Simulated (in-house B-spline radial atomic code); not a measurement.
A fraction x of an electron is moved 3d → 5p in Sn II (Sn+), starting from [Kr] 4d10 5s2 5p1 and keeping the highest spin. Method: scalar-relativistic (X2C) revTPSS, spin-polarised, spherical fractional occupations, Fermi nucleus of rms radius 4.6519 fm. Calculated with a radial B-spline atomic code at the basis-set limit.

```json
{"x": "0", "E(x) - E(0) (eV)": "0.0000", "3d down level (eV)": "-481.018", "5p up level (eV)": "-10.597"}
{"x": "0.125", "E(x) - E(0) (eV)": "59.0354", "3d down level (eV)": "-485.016", "5p up level (eV)": "-10.867"}
{"x": "0.25", "E(x) - E(0) (eV)": "118.5378", "3d down level (eV)": "-489.023", "5p up level (eV)": "-11.132"}
{"x": "0.375", "E(x) - E(0) (eV)": "?", "3d down level (eV)": "?", "5p up level (eV)": "?"}
{"x": "0.5", "E(x) - E(0) (eV)": "238.9501", "3d down level (eV)": "-497.067", "5p up level (eV)": "-11.651"}
{"x": "0.625", "E(x) - E(0) (eV)": "299.8632", "3d down level (eV)": "-501.102", "5p up level (eV)": "-11.906"}
{"x": "0.75", "E(x) - E(0) (eV)": "361.2497", "3d down level (eV)": "-505.147", "5p up level (eV)": "-12.158"}
{"x": "0.875", "E(x) - E(0) (eV)": "?", "3d down level (eV)": "?", "5p up level (eV)": "?"}
{"x": "1", "E(x) - E(0) (eV)": "485.4483", "3d down level (eV)": "-513.262", "5p up level (eV)": "-12.654"}
```

Task: What belongs in the row x = 0.375?

Result: An energy change of 178.5088 eV; 3d down at -493.040 eV, 5p up at -11.393 eV.

Task: What belongs in the row x = 0.875?

Result: An energy change of 423.1109 eV; 3d down at -509.200 eV, 5p up at -12.407 eV.

Task: Check Janak's theorem between x = 0.125 and 0.25.

Result: The slope of the energy is 476.02 eV; the orbital levels give 476.02 eV (ε of the receiving orbital less ε of the emptying one, averaged over the two points).
